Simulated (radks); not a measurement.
Values are calculated unless marked as measured or tabulated.
Task: These are the eigenvalues of the occupied orbitals of an atom or ion with whole-number occupations (eV). Level of theory: Dirac Kohn-Sham, PBE, spin-unpolarised, spherical densities, finite nucleus; Fermi nuclear charge, rms radius of each element as measured or else 0.836 A^(1/3) + 0.57 fm (a radial shooting solver on a logarithmic mesh with Libxc functionals).

orbital  eigenvalue
1s1/2     -34344.20
2s1/2     -5343.153
2p1/2     -5020.045
2p3/2     -4695.418
3s1/2     -1092.912
3p1/2     -958.5917
3p3/2     -896.9338
3d3/2     -660.5677
3d5/2     -647.5375
4s1/2     -197.2266
4p1/2     -149.6762
4p3/2     -137.3840
4d3/2      -60.4907
4d5/2      -58.5061
5s1/2      -19.7135
5p1/2       -9.0860
5p3/2       -7.8547

Which element is it, and in what charge state? The configuration may be excited. Open shells, if any, fill j = l - 1/2 first.

Result: Z = 54, xenon, charge 0: Xe in [Xe]. The list shows which subshells hold electrons but not how many an open one holds; the 1s level, -1262.1 hartree, gives Z - s = 50.2 by -(Z - s)^2/2, which with screening and relativity narrows Z to a few neighbours, and the depths of the outer levels then fix element, charge and occupations together.
